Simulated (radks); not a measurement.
Q: Te I, 52 electrons, occupied as [Kr] 4d10 5s2 5p4 (the NIST ground configuration). All-electron calculation, scalar-relativistic Kohn-Sham, PBEsol, spin-unpolarised, spherical densities, finite nucleus; Fermi nuclear charge, rms radius 4.7423 fm. Program: a radial shooting solver on a logarithmic mesh with Libxc functionals. Some entries of the table are withheld. Estimate them.

| orbital | occ. | eigenvalue (hartree) | <r^2> (bohr^2) | <1/r> (bohr^-1) |
|---|---|---|---|---|
| 1s | 2 | -1161.679 | 0.001049 | 55.55 |
| 2s | 2 | -178.1560 | 0.01695 | 12.71 |
| 2p | 6 | -159.9636 | 0.01340 | 12.18 |
| 3s | 2 | (1) | 0.1188 | 4.542 |
| 3p | 6 | -29.53047 | 0.1191 | 4.321 |
| 3d | 10 | -20.57959 | 0.1044 | 4.087 |
| 4s | 2 | -6.03185 | 0.6611 | 1.823 |
| 4p | 6 | (2) | 0.7694 | 1.664 |
| 4d | 10 | -1.52836 | 1.113 | 1.368 |
| 5s | 2 | -0.55678 | 4.931 | 0.6243 |
| 5p | 4 | -0.21932 | 8.227 | 0.4843 |

A: 
(1) 3s eigenvalue (hartree): -35.44447
(2) 4p eigenvalue (hartree): -4.19802
